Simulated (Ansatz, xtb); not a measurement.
## Two isomers of C2H8SSi3

We compare a, `C#C[Si@@H](S)[SiH2][SiH3]`, a singlet, with b, `C#C[Si]([SiH3])([SiH3])S`, a singlet. Both are isolated molecules in the gas phase, relaxed with B3LYP/def2-SVP; the shapes shown needn't be the lowest conformers.

a (Å):

```
atom    x (Å)    y (Å)    z (Å)
   C  -2.3397   0.2833  -1.7050
   C  -1.6120  -0.5473  -1.1896
   S   0.5767  -2.9701  -1.8501
  Si  -0.4611  -1.7406  -0.3945
  Si   1.0706  -0.5421   0.9422
  Si   2.3326   0.9618  -0.3657
   H  -2.9878   1.0095  -2.1621
   H  -1.2509  -2.7236   0.3968
   H   1.2900  -1.9537  -2.3902
   H   1.9831  -1.5199   1.6098
   H   0.3340   0.2159   2.0007
   H   3.4155   1.5895   0.4475
   H   2.9597   0.2327  -1.5097
   H   1.4511   2.0341  -0.9124
```

b (Å):

```yaml
atoms:
  - { symbol: C, position_ang: [-2.9877, -0.0887, 1.0622] }
  - { symbol: C, position_ang: [-1.8988, -0.2939, 0.5538] }
  - { symbol: S, position_ang: [0.6938, -2.3814, 0.5127] }
  - { symbol: Si, position_ang: [-0.2670, -0.5803, -0.2493] }
  - { symbol: Si, position_ang: [-0.6108, -0.8067, -2.5726] }
  - { symbol: Si, position_ang: [1.1739, 1.2041, 0.3092] }
  - { symbol: H, position_ang: [-3.9462, 0.0897, 1.5155] }
  - { symbol: H, position_ang: [0.7076, -0.9220, -3.2628] }
  - { symbol: H, position_ang: [-1.4042, -2.0449, -2.8342] }
  - { symbol: H, position_ang: [-1.3484, 0.3695, -3.1226] }
  - { symbol: H, position_ang: [1.3766, 1.2615, 1.7858] }
  - { symbol: H, position_ang: [2.4926, 1.0199, -0.3647] }
  - { symbol: H, position_ang: [0.5632, 2.4838, -0.1560] }
  - { symbol: H, position_ang: [-0.2109, -3.2426, -0.0114] }
```

Quicker runs give these differences E(b) − E(a): GFN2-xTB −0.50 kcal/mol; HF/STO-3G +0.29 kcal/mol (at GFN2-xTB geometries); r2SCAN-D4/def2-SVP +0.53 kcal/mol (at GFN2-xTB geometries).

Problem. Estimate which is lower in electronic energy at CCSD(T)/def2-SVP + ΔMP2/def2-TZVPP, and by roughly how much.

Solution. Too close to call at this level: CCSD(T)/def2-SVP + ΔMP2/def2-TZVPP gives E(b) − E(a) = +0.31 kcal/mol.

Level by level:

```tsv
level	geometry	E(b) − E(a) (kcal/mol)	departure from the last row (kcal/mol)	job, with rough time for the two
GFN2-xTB	GFN2-xTB	−0.50	−0.81	optimisation, 0.32 s
HF/STO-3G	GFN2-xTB	+0.29	−0.02	single point, 0.59 s
r2SCAN-D4/def2-SVP	GFN2-xTB	+0.53	+0.22	single point, 3.8 s
B3LYP/def2-SVP	B3LYP/def2-SVP	+0.46	+0.15	optimisation, 89 s
HF/def2-SVP	B3LYP/def2-SVP	+0.58	+0.26	part of the CCSD(T) run
MP2/def2-SVP	B3LYP/def2-SVP	−0.11	−0.42	part of the CCSD(T) run
CCSD(T)/def2-SVP	B3LYP/def2-SVP	+0.19	−0.12	single point
CCSD(T)/def2-SVP + ΔMP2/def2-TZVPP	B3LYP/def2-SVP	+0.31		single point, 60 s
```

As drawn, both hold the same kinds of bond in the same numbers.

The largest departure from CCSD(T)/def2-SVP + ΔMP2/def2-TZVPP is that of GFN2-xTB, 0.81 kcal/mol. The last row adds to CCSD(T) the change of the MP2 difference between the two basis sets, here +0.12 kcal/mol.

With thermal terms from frequencies at re-optimised GFN2-xTB minima (ideal gas, soft modes damped towards free rotors, one conformer each, 298.15 K, 1 atm): the zero-point term adds −0.24 kcal/mol; ΔH is +0.36 and ΔG −0.31 kcal/mol.

The correlated steps freeze 22 core orbitals. Mirror images aren't counted in ΔG. Codes used: Ansatz 0.2.0, xtb 6.7.1; the last row on 2 threads of Intel(R) Xeon(R) 6975P-C (Granite Rapids) on a shared host.
